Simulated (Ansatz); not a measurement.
Reactions of `FC=C(F)C=C(F)F`.

Program: Ansatz. Geometries: PBE0-D4/def2-TZVP. ΔE: electronic, gas phase. CCSD(T)/CBS adds triple-zeta CCSD(T) − MP2 to the extrapolated MP2 energy (def2 sets, frozen cores). This one scheme is used for every species, atoms too. For atomizations the MP2-based limit and the directly extrapolated one differ by several kJ/mol either way, and by 10 to 25 for some Ge, Se and Sn compounds, so smaller differences from it don't rank the levels. Double bonds are as drawn, so ΔE can hold a change between cis and trans. Open shells (•) are unrestricted, without spin–orbit coupling. Spin–orbit coupling would lower the free atoms: a little for C, F. def2 core potentials past Kr. For I outer-core shells are correlated without core-valence functions, so the limit isn't a true one: a few kJ/mol of doubt a bond, and 10 to 20 or more in all where bonds break to atoms. Each species was taken in one conformer, which may not be the lowest.

Problem. Order these by ΔE at CCSD(T)/CBS, lowest first. (An estimate is asked.)
A. `F/C=C(/F)C=C(F)F` + H₂ → `C=C(F)F` + `F/C=C/F`
B. `F/C=C(/F)C=C(F)F` + H₂ → `C=C(F)C=C(F)F` + H–F
C. `F/C=C(/F)C=C(F)F` + HI → `F/C=C(/F)I` + `C=C(F)F`
D. `F/C=C(/F)C=C(F)F` + H₂O → `OC=C(F)F` + `F/C=C/F`
E. `F/C=C(/F)C=C(F)F` + CH₃OH → `CO/C(F)=C/F` + `C=C(F)F`
F. `F/C=C(/F)C=C(F)F` → 4 C• + 4 F• + 2 H•
G. `F/C=C(/F)C=C(F)F` + H₂ → `F/C=C/C(F)=C\F` + H–F

Solution. B (-1.30 eV), G (-1.00 eV), A (-0.37 eV), E (+0.25 eV), C (+0.38 eV), D (+0.94 eV), F (+45.10 eV).

Largest T1 diagnostic: 0.013, for `F/C=C(/F)C=C(F)F`.
